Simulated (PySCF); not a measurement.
## NMR data sheet: 3-Aminophenol

```yaml
Formula: C6H7NO
SMILES: Nc1cccc(O)c1
InChI: InChI=1S/C6H7NO/c7-5-2-1-3-6(8)4-5/h1-4,8H,7H2
Point_group_of_the_computed_structure: C1
Degrees_of_unsaturation: 4
Carbon_signals: 6
Proton_signals: 6
```

Atom-mapped SMILES (the numbers label the heavy atoms): `[NH2:1][c:2]1[cH:3][cH:4][cH:5][c:6]([OH:7])[cH:8]1`. Each H is labelled by its parent atom.

Theory: structure optimised with PBE0-D3(BJ)/def2-TZVP, shieldings: GIAO B97-2/pcSseg-2, in PySCF 2.14 (no relativistic terms, rapidly exchanging positions averaged, single conformer, gas phase).

Scale: TMS for ¹H (σref 31.64) and ¹³C (σref 185.38); ¹⁵N (σref 261.75) vs NH3; ¹⁷O (σref 327.66) vs H2O (reference shieldings calculated alike).

```tsv
carbon	δC, type	δH (multiplicity)	HMBC from (2–3 bonds)	span of the C tensor (ppm)
C2	156.7, C	–	H(C4), H(C8), H(C3)	208
C3	110.2, CH	6.23 (d)	H(C4), H(C8), H(C5)	172
C4	137.2, CH	7.15 (m)	H(C3), H(C5)	232
C5	106.8, CH	5.98 (d)	H(C4), H(C8), H(C3)	155
C6	166.6, C	–	H(C4), H(C8), H(C5)	188
C8	104.2, CH	6.29 (s)	H(C3), H(C5)	140
```

Other nuclei:
| atoms | nucleus | environment | δ (ppm) | σ (ppm) |
| --- | --- | --- | --- | --- |
| H(O7) | ¹H | hydrogen on a phenol-type oxygen | 3.99 | 27.65 |
| H(N1) | ¹H | hydrogen on an aniline-type nitrogen | 3.36 | 28.27 |
| N1 | ¹⁵N | aniline-type nitrogen | 73.7 | 188.1 |
| O7 | ¹⁷O | phenol-type oxygen | 117.9 | 209.8 |

1. Carbon types of the structure: 2 × C, 4 × CH, leaving 3 H on heteroatoms.
2. δC 166.6: aromatic carbon bearing oxygen; the electronegative substituent deshields the carbon that carries it.
3. δC 156.7: aromatic carbon bearing nitrogen; the electronegative substituent deshields the carbon that carries it.
4. δC 137.2, 110.2, 106.8, 104.2: aromatic CH.
5. δH 3.99: hydrogen on a phenol-type oxygen; exchangeable; this is the value without hydrogen bonding to other molecules.
6. δH 3.36: hydrogen on an aniline-type nitrogen; labile proton, position sensitive to the medium.

OH/NH shifts are gas-phase values; hydrogen bonding in solution moves them, usually downfield. Shifts are as computed. Against solution values, carbons near 30 ppm lie about +3 ppm off and those near 130 ppm about +7 ppm. Of 1309 compounds with measured shifts, 239 miss one by over three times the rms of a fit or turn the order of signals round; such compounds aren't used in these exercises. Experimental scales use liquid or dissolved standards, which lie at an offset from isolated NH3 (liquid NH3: subtract about 20 ppm) and H2O (liquid H2O: subtract about 36 ppm). No couplings were computed; multiplicities are counted from neighbouring protons, with m where these are inequivalent, close in shift, in a saturated or five-membered ring or joined by F or P, and br s for small geminal =CH2 splittings.
